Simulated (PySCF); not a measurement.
A PySCF script (with the pyscf-properties extension) for the NMR shieldings of `InChI=1S/C5H14O2Si/c1-3-5(2,4-6)7-8/h6H,3-4H2,1-2,8H3/t5-/m1/s1`, on a GFN2-xTB geometry:

```python
import basis_set_exchange as bse
import numpy as np
from pyscf import gto, dft
from pyscf.prop import nmr

atoms = """
C    -2.301371   -0.265510   -0.577230
C    -0.809880   -0.284087   -0.885345
C     0.101793    0.212502    0.247024
C    -0.102582   -0.566649    1.542721
C    -0.092226    1.722788    0.502051
O     0.222014    2.483655   -0.631210
O     1.443445    0.101870   -0.183686
Si    2.427703   -1.135913   -0.506600
H    -2.536851   -0.892751    0.278556
H    -2.646374    0.745393   -0.378455
H    -2.850488   -0.644432   -1.436330
H    -0.614833    0.342953   -1.758310
H    -0.501978   -1.303137   -1.130118
H    -1.047132   -0.297102    2.005512
H    -0.089328   -1.635259    1.342929
H     0.704750   -0.332421    2.232668
H     0.547537    2.013465    1.349056
H    -1.129319    1.944536    0.755493
H     1.075768    2.161935   -0.950953
H     3.615247   -0.379365   -0.875375
H     1.937008   -1.976090   -1.603777
H     2.636689   -1.996999    0.660529
"""
names = dict.fromkeys(["C", "O", "Si", "H"], "pcSseg-1")
basis = {el: gto.basis.parse(bse.get_basis(n, elements=[el], fmt="nwchem")) for el, n in names.items()}
mol = gto.M(atom=atoms, basis=basis, charge=0, verbose=0)
mf = dft.RKS(mol, xc="PBE0")
mf.grids.level = 2
mf.grids.alignment = dft.numint.BLKSIZE   # the property module wants whole blocks of grid points
mf.conv_tol = 1e-9
mf.kernel()

calc = nmr.RKS(mf)   # GIAO
C = mf.mo_coeff
Co = C[:, mf.mo_occ > 0]
resp = mf.gen_response(singlet=True, hermi=2)
def vind(x):   # induced exchange potential for any number of trial vectors
    d = np.einsum("pi,xij,qj->xpq", C, 2 * x.reshape(-1, C.shape[1], Co.shape[1]), Co, optimize=True)
    return np.einsum("xpq,pi,qj->xij", resp(d - d.transpose(0, 2, 1)), C, Co, optimize=True).ravel()
mo1, _ = nmr.rhf.solve_mo1(calc, with_cphf=vind)
sigma = calc.kernel(mo1)
for i, s in enumerate(sigma):   # ppm
    print("%2d %-2s %9.2f" % (i, mol.atom_pure_symbol(i), np.trace(s) / 3))
```

Question: What are the results?

Answer: 
```
 0 C     175.48
 1 C     155.69
 2 C     108.81
 3 C     162.98
 4 C     116.47
 5 O     318.76
 6 O     283.45
 7 Si    399.60
 8 H      31.06
 9 H      30.80
10 H      30.59
11 H      29.52
12 H      30.43
13 H      30.58
14 H      30.58
15 H      30.61
16 H      28.11
17 H      28.07
18 H      30.10
19 H      26.94
20 H      26.67
21 H      26.74
```

These numbers come from an equivalent density-fitted implementation of the same equations, which agrees with the script to about 0.01 ppm for H and up to a few tenths of a ppm for heavy atoms, so last digits may differ.

Question: Turn these shieldings into chemical shifts. Shifts are taken against calculated references (same method and geometry level): TMS for 13C (σ = 186.93 ppm) and 29Si (σ = 349.16 ppm) and 1H (σ = 31.72 ppm); H2O for 17O (σ = 336.08 ppm).

Answer: Averaging equivalent atoms: C 2: 78.1; C 4: 70.5; C 1: 31.2; C 3: 23.9; C 0: 11.4; O 6: 52.6; O 5: 17.3; Si 7: -50.4; H 19/20/21: 4.93; H 17: 3.64; H 16: 3.61; H 11: 2.20; H 18: 1.62; H 12: 1.29; H 13/14/15: 1.13; H 8/9/10: 0.90 ppm. Experimental scales use liquid or dissolved standards, which lie at an offset from isolated H2O (liquid H2O: subtract about 36 ppm).

Size and cost of the density-fitted run: 213 basis functions, 99 s wall time on 1 thread of an Arm Neoverse N1, shared host; peak memory 1 GiB.
